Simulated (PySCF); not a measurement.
Bond length, frequency and bond energy of SiGe⁺ by level of theory

State: ⁴Σ⁻ (quartet), unpaired electrons σ ↑, π ↑↑. Set-up: Si def2-SVP, Ge def2-SVP; no relativity (PySCF 2.14). De refers to Si + Ge⁺ in their high-spin ground configurations, without counterpoise correction. The functionals are run spin-unrestricted. A positive dipole points towards Ge; it is taken about the centre of mass and depends on that origin.

| Level | Re (Å) | ωe (cm⁻¹) | De (eV) | μ (D) |
| --- | --- | --- | --- | --- |
| UHF | 2.331 | 397 | 1.88 | -2.09 |
| UHF-MP2 | 2.335 | 388 | 2.92 | n/a |
| UHF-SCS-MP2 | 2.318 | 408 | 2.61 | n/a |
| UHF-CCSD | 2.351 | 375 | 2.74 | n/a |
| UHF-CCSD(T) | 2.359 | 366 | 2.91 | n/a |
| PBE | 2.381 | 345 | 3.56 | -2.17 |
| BLYP | 2.412 | 322 | 3.32 | -2.27 |
| TPSS | 2.368 | 352 | 3.41 | -2.12 |
| r²SCAN | 2.352 | 364 | 3.47 | -2.24 |
| PBE0 | 2.347 | 371 | 3.28 | -2.13 |
| BHandHLYP | 2.338 | 379 | 2.81 | -2.19 |

Question: Which functional lies closest to UHF-CCSD(T) in De, which farthest, and by how much do they differ from it?

Answer: Closest is BHandHLYP (-2.1 pm in Re, +3.6 % in ωe, -0.10 eV in De against UHF-CCSD(T) in the same basis), farthest PBE (+2.2 pm in Re, -5.7 % in ωe, +0.65 eV in De). CCSD(T) converges more slowly with the basis than the functionals do and binds too weakly in this one, so the order can change at the basis-set limit.

Question: What does the step from GGA to meta-GGA do here, going from PBE to r²SCAN?

Answer: r²SCAN less PBE: -2.9 pm in Re, +5.5 % in ωe, -0.09 eV in De. 

Question: What does second-order correlation do here, going from UHF to UHF-MP2?

Answer: UHF-MP2 less UHF: +0.4 pm in Re, -2.3 % in ωe, +1.04 eV in De. Correlation nearly always deepens the well. The bond lengthens, as in strong covalent bonds, where excitations into antibonding orbitals dominate.

Correlated steps freeze 14 core orbitals. Correlated levels converge slowly with the basis: in double zeta they bind strong bonds too weakly, by up to about 1 eV, and carry superposition errors of some tenths. Spin–orbit coupling is left out. For an ion De counts to the pair picked by the measured ionisation energies or electron affinities, which need not be the lowest pair at this level. The state is the lowest determinant that a PBE0 search found; another state may lie lower at other levels.

The whole job (state search and all levels along the bond) took about 2.2 min on 1 thread of Arm Neoverse V2 (shared host), peak memory 0.58 GiB.
